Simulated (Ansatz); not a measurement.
Consider the ligand exchange at the In–C bond: `C[CH2][In]([F])[Cl]` + HCl → `[F][In]([Cl])[Cl]` + `CC`.

Gas-phase electronic energies from Ansatz, PBE0-D4/def2-TZVP geometries. CCSD(T)/CBS adds triple-zeta CCSD(T) − MP2 to the extrapolated MP2 energy (def2 sets, frozen cores). This one scheme is used for every species. Elements past krypton have def2 core potentials. For In outer-core shells are correlated without core-valence functions, which leaves a few kJ/mol of doubt a bond. Each species was taken in one conformer, which may not be the lowest.

`C[CH2][In]([F])[Cl]`:

Z-matrix (Å, degrees):
```
C
C 1 1.520
H 1 1.091 2 112.1
H 1 1.091 2 112.1 3 -120.6
H 1 1.094 2 110.3 3 119.7
In 2 2.141 1 113.7 3 60.2
H 2 1.092 1 112.2 3 -59.8
H 2 1.092 1 112.2 3 -179.9
Cl 6 2.319 2 130.9 1 179.9
F 6 1.952 2 120.2 1 -0.1
```

HCl:

```xyz
2

Cl   -0.367   -0.361    0.380
H     0.367    0.361   -0.380
```

`[F][In]([Cl])[Cl]`:

```xyz
4

F     0.016    1.544    1.230
In    0.000    0.037    0.030
Cl   -1.902   -1.226   -0.058
Cl    1.885   -0.356   -1.201
```

`CC`:

Z-matrix (Å, degrees):
```
C
C 1 1.519
H 1 1.093 2 111.4
H 1 1.093 2 111.4 3 120.0
H 1 1.093 2 111.4 3 -120.0
H 2 1.093 1 111.4 3 180.0
H 2 1.093 1 111.4 3 -60.0
H 2 1.093 1 111.4 3 60.0
```

| species | CCSD(T)/CBS(def2) energy (Eh) |
| --- | --- |
| `C[CH2][In]([F])[Cl]` | -828.58684 |
| HCl | -460.38127 |
| `[F][In]([Cl])[Cl]` | -1209.28900 |
| `CC` | -79.71954 |

Problem. Work out ΔE.

Solution. ΔE = (-1209.28900) + (-79.71954) − (-828.58684) − (-460.38127) = -0.04043 Eh = -106.1 kJ/mol.

Largest T1 diagnostic among the species: 0.014.

At CCSD(T), def2-SVP lies −14.0 kJ/mol from the extrapolated value and def2-TZVPP +1.2 kJ/mol. From r2SCAN to r2SCAN0 (25 % exact exchange), in def2-TZVPP and without D4, ΔE moves by −3.6 kJ/mol. Leaving LDA and LC-ωPBE aside and taking each functional with its dispersion term where it has one, the values, not all of them listed here, spread over 19.6 kJ/mol, from B97M-V to PBE-D4. LDA lies +10.8 kJ/mol from PBE without D4.
